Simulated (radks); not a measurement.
The numbers below are computed, except where a source is named.
Dipole-allowed excitations along the series with 48 electrons in [Kr] 4d10 5s2. Level of theory: scalar-relativistic Kohn-Sham, LDA (Slater exchange, Perdew-Wang correlation), spin-unpolarised, spherical densities, finite nucleus; Fermi nuclear charge, rms radius of each element as measured or else 0.836 A^(1/3) + 0.57 fm (a radial shooting solver on a logarithmic mesh with Libxc functionals). Time-dependent linear response with the Hartree and adiabatic LDA kernel, continuum included through the Sternheimer equations, no spin-orbit coupling, so fine structure and intercombination lines are absent. Lines are the poles of the dipole polarisability below minus the highest occupied eigenvalue, found on a grid refined at the orbital gaps; the lowest seven at most are given, and weak or close lines can be missed. The first line takes the name of the lowest orbital gap if no other gap lies below it; otherwise a line is named after a gap within 0.6 % of it, if that gap stands alone.

species	-e(HOMO) (eV)	lowest orbital gap (eV)	first line (eV)	f	static alpha (bohr^3)	measured (eV)
Cd	5.955	5s-5p 4.629	5.340 (5s-5p)	1.25	44.67	5s-5p 5.417
In+	15.302	5s-5p 6.610	7.956 (5s-5p)	1.52	22.77	5s-5p 7.816
Sn2+	26.529	5s-5p 8.402	10.153 (5s-5p)	1.56	14.37	-

Measured values: term averages from the NIST Handbook of Basic Atomic Spectroscopic Data.
